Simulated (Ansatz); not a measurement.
C₂H₆FSi, SMILES `C[Si](C)F` radical. The species carries charge 0 and has multiplicity 2.

| atom | x (Å) | y (Å) | z (Å) |
| --- | --- | --- | --- |
| C1 | -0.054 | -0.039 | -1.565 |
| Si2 | -0.872 | -0.119 | 0.112 |
| C3 | 0.370 | -0.242 | 1.503 |
| F4 | -1.688 | 1.258 | 0.316 |
| H5 | -0.792 | 0.065 | -2.362 |
| H6 | 0.624 | 0.820 | -1.609 |
| H7 | 0.526 | -0.947 | -1.751 |
| H8 | 0.958 | -1.158 | 1.410 |
| H9 | 1.054 | 0.613 | 1.470 |
| H10 | -0.125 | -0.250 | 2.476 |

Problem. What are the harmonic wavenumbers in cm⁻¹ at PBE0-D4/def2-TZVP (Ansatz, finite differences of forces, unscaled)? (Best estimate.)

Solution. Ansatz gave: 134, 150, 194, 243, 267, 637, 676, 710, 775, 786, 849, 889, 1259, 1266, 1432, 1438, 1440, 1452, 3038, 3039, 3123, 3124, 3146, 3146.

Problem. Is this a minimum?

Solution. Yes, all 24 modes are real.

Problem. Give the ideal-gas thermochemistry at 298.15 K and 1 bar (rigid rotor, harmonic oscillator; point group Cs, symmetry number 1).

Solution. Zero-point energy 198.7 kJ/mol; H(298) − E = 217.9 kJ/mol; entropy 329.6 J/(mol·K), of which translation 163.1, rotation 106.1, vibration 54.7, electronic 5.8; G(298) − E = 119.6 kJ/mol.

Problem. Rotational constants (cm⁻¹)?

Solution. 0.2153, 0.1879, 0.1136.
